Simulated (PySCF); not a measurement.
## Working out the ionisation energy of Zn⁺

Zn⁺ [Ar] 3d10 4s1 (2S) → Zn²⁺ [Ar] 3d10 (1S). Calculation: PySCF 2.14, in aug-cc-pVTZ-DK (8s7p5d3f2g, 93 functions); scalar relativity by spin-free X2C-1e. Frozen: [Ar]. Energies in hartree (1 hartree = 27.21139 eV):

```
            part   Zn⁺ (lower)  Zn²⁺ (upper)
             UHF  -1793.980591  -1793.361160
CCSD correlation     -0.437382     -0.403085
             (T)     -0.013780     -0.010513
```

Q: What does Hartree-Fock give?

A: (-1793.361160) − (-1793.980591) = 0.619431 hartree = 16.856 eV.

Q: What do CCSD and CCSD(T) give?

A: The CCSD correlation energies differ by 0.034297 hartree = 0.933 eV and the triples by 0.003267 hartree = 0.089 eV, so CCSD gives 17.789 eV and CCSD(T) 17.878 eV.

Measured between the centres of the two terms (NIST): 17.964 eV, so CCSD(T) (valence) is off by -0.086 eV.

What remains against the reference includes basis incompleteness, the frozen core and higher excitations.
